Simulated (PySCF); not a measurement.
Electron correlation in Ba(2+) (barium, charge +2)

[Xe], closed-shell 1S. Computed with PySCF 2.14 in x2c-TZVPPall, with scalar relativity by spin-free X2C-1e. Frozen: [Kr] 4d10; 8 electrons correlated.

```json
{"level": "CCSD", "correlation energy (mhartree)": "-166.20"}
{"level": "(T)", "correlation energy (mhartree)": "-3.76"}
{"level": "CCSD(T)", "correlation energy (mhartree)": "-169.96"}
```

Diagnostics: T1 = 0.0017, D1 = 0.0030, largest double amplitude 0.026.

Cost of the coupled-cluster step: about 3 core-seconds, for 8 correlated electrons.

Iterations:

```
CC2 = 0
CCSD nocc = 4, nmo = 62
frozen orbitals [0, 1, 2, 3, 4, 5, 6, 7, 8, 9, 10, 11, 12, 13, 14, 15, 16, 17, 18, 19, 20, 21, 22]
max_cycle = 100
direct = 0
conv_tol = 1e-08
conv_tol_normt = 1e-06
diis_space = 8
diis_start_cycle = 0
Init t2, MP2 energy = -8131.24674459502  E_corr(MP2) -0.147122414203052
Init E_corr(CCSD) = -0.147122414204499
cycle = 1  E_corr(CCSD) = -0.162228406592384  dE = -0.0151059924  norm(t1,t2) = 0.0228623
cycle = 2  E_corr(CCSD) = -0.16526668680149  dE = -0.00303828021  norm(t1,t2) = 0.00576209
cycle = 3  E_corr(CCSD) = -0.16621056822616  dE = -0.000943881425  norm(t1,t2) = 0.00158197
cycle = 4  E_corr(CCSD) = -0.166205875601438  dE = 4.69262472e-06  norm(t1,t2) = 0.000109032
cycle = 5  E_corr(CCSD) = -0.166200781744864  dE = 5.09385657e-06  norm(t1,t2) = 1.99846e-05
cycle = 6  E_corr(CCSD) = -0.166200979407293  dE = -1.97662429e-07  norm(t1,t2) = 2.69625e-06
cycle = 7  E_corr(CCSD) = -0.166201002897637  dE = -2.34903439e-08  norm(t1,t2) = 4.19649e-07
cycle = 8  E_corr(CCSD) = -0.16620100025501  dE = 2.64262684e-09  norm(t1,t2) = 7.58868e-08
CCSD converged
E(CCSD) = -8131.265823181073  E_corr = -0.1662010002550101
CCSD(T) correction = -0.00375774276059243
```

This basis was not built for core-valence correlation, so the inner-shell part is incomplete.
